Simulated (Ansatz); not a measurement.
Z-matrix (Å, degrees):
```
Si
N 1 1.734
H 1 1.490 2 110.4
H 1 1.489 2 111.7 3 119.6
H 1 1.486 2 109.3 3 -120.0
Al 2 1.799 1 120.7 3 132.4
Si 2 1.731 1 117.1 3 -46.5
N 6 1.763 2 119.5 1 -178.8
H 6 1.575 2 120.2 1 1.0
H 7 1.489 2 112.1 1 79.7
H 7 1.489 2 110.3 1 -40.4
H 7 1.488 2 109.9 1 -160.1
H 8 1.006 6 126.4 2 -2.6
H 8 1.007 6 123.2 2 178.7
```

Total charge 0; spin multiplicity 1.

Question: List the r2SCAN/def2-TZVPP orbital energies in eV (the Gaussian-basis code of Ansatz). (An estimate is asked.)

Answer: The calculation gave: Occupied: -1791.24, -1791.17, -1516.68, -384.71, -384.62, -141.65, -141.58, -110.22, -96.52, -96.51, -96.50, -96.45, -96.43, -96.42, -70.55, -70.36, -70.34, -21.73, -21.39, -14.02, -13.08, -12.25, -11.26, -10.06, -9.71, -9.58, -8.51, -8.42, -8.26, -7.94, -6.93, -6.38. Lowest empty: -0.70, -0.59, 0.32, 0.51, 0.82, 1.22, 1.37, 1.55.
